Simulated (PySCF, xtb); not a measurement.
C₄H₉NSi, SMILES C=C1[SiH2]N[C@H]1C.

Harmonic wavenumbers (cm⁻¹) from GFN2-xTB (xtb) at its own minimum, in rising order: 80, 183, 200, 272, 327, 374, 402, 482, 541, 591, 622, 672, 712, 811, 860, 902, 905, 946, 1029, 1090, 1097, 1140, 1201, 1287, 1312, 1394, 1420, 1489, 1494, 1744, 2196, 2248, 2856, 3016, 3032, 3037, 3051, 3096, 3480.

Problem. What does PySCF with PBE-D3(BJ)/def2-SVP give at its own minimum? (Estimate from the structure and the level; the computed values follow.)

Solution. 71, 193, 237, 267, 326, 370, 421, 532, 586, 610, 651, 701, 775, 793, 848, 897, 898, 979, 990, 1067, 1072, 1107, 1177, 1286, 1306, 1331, 1371, 1407, 1411, 1693, 2104, 2122, 2876, 2963, 3045, 3052, 3069, 3142, 3576. Paired by order, the mean absolute difference is 35 cm⁻¹ and the zero-point energies are 73.7 and 73.4 kcal/mol.
